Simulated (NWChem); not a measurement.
Molecule: CH₄CaN₂S

```xyz
9

Ca     0.0237     0.1392     0.0033
S      0.0488     2.7508    -0.0018
H     -1.2990     2.8723    -0.0019
C     -0.0016    -2.5189    -0.0026
N      1.1522    -1.8692    -0.0007
N     -1.1425    -1.8462    -0.0005
H     -0.0124    -3.6277    -0.0061
H      1.9609    -2.4797    -0.0024
H     -1.9630    -2.4408    -0.0029
```
Atoms are numbered in this order, from 1.

Computed with NWChem. Pople sets run with spherical d functions. Coordinates come from a PBE0/def2-SVP optimisation. Ions are spin-unrestricted doublets at the neutral geometry. Hybrids' shares of exact exchange are those that their runs print; pure functionals count as 0. The functionals differ in more than this share.

```
row             share of exact exchange  ΔSCF ionisation energy minus −ε(HOMO) (eV)
--------------  -----------------------  ------------------------------------------
PBE/6-31+G*                        0.00                                        2.85
B3LYP/6-31+G*                      0.20                                        2.26
PBE0/6-31+G*                       0.25                                    withheld
M06-2X/6-31+G*                     0.54                                        1.37
```

Question: Fit a straight line of the last column on the one before it, predict the withheld value, and compare with the run.

Answer: 
1. Means of the 3 shown rows: x = 0.247, y = 2.160. Slope Σ(x − x̄)(y − ȳ)/Σ(x − x̄)² = -0.4066/0.1491 = -2.728; intercept 2.833.
2. The shown rows scatter about the line by 0.020 (root mean square); the largest residual is -0.03, at B3LYP/6-31+G*.
3. At x = 0.25 (PBE0/6-31+G*; inside the shown range) the line gives 2.15.
4. The run gives 2.08, -0.07 from the line. The line crosses zero at a share of 1.04, outside the shown range.
